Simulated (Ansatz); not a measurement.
CH$_{5}$FGeSSi, SMILES `F[Si@H]1S[C@@H]1[GeH3]`. Charge 0, multiplicity 1. Geometry: relaxed with PBE0-D4/def2-TZVP.

```xyz
10

F     0.394   -2.694   -1.478
Si    0.790   -1.295   -0.838
S     0.576    0.442   -1.928
C    -0.512   -0.082   -0.454
Ge   -0.441    1.134    1.069
H     1.961   -1.515    0.025
H    -1.517   -0.331   -0.788
H     1.011    1.205    1.565
H    -0.907    2.534    0.638
H    -1.354    0.601    2.188
```

Problem. What is the dipole moment at ωB97M-V/def2-TZVPP? (An estimate is asked.)

Solution. Ansatz gave: 1.34 D, with components (-0.13, -0.19, 1.32) D in this frame, pointing from negative to positive charge.

Problem. And with PBE, r2SCAN, B3LYP? (Estimate.)

Solution. Ansatz gave: PBE 1.21 D, r2SCAN 1.33 D, B3LYP 1.32 D.

Problem. Give the Mulliken charges with ωB97M-V, B3LYP, r2SCAN in def2-TZVPP. (Estimate.)

Solution. The calculation gave: 
```
atom  ωB97M-V  B3LYP  r2SCAN
  F1    -0.29  -0.30   -0.31
 Si2     0.55   0.59    0.62
  S3    -0.17  -0.22   -0.23
  C4    -0.37  -0.27   -0.26
 Ge5     0.09   0.14    0.15
  H6    -0.01  -0.05   -0.06
  H7     0.16   0.14    0.12
  H8     0.02  -0.01   -0.01
  H9     0.02   0.00   -0.01
 H10     0.01  -0.01   -0.02
```

B3LYP here is the variant with VWN-RPA as its local correlation; programs differ in this.
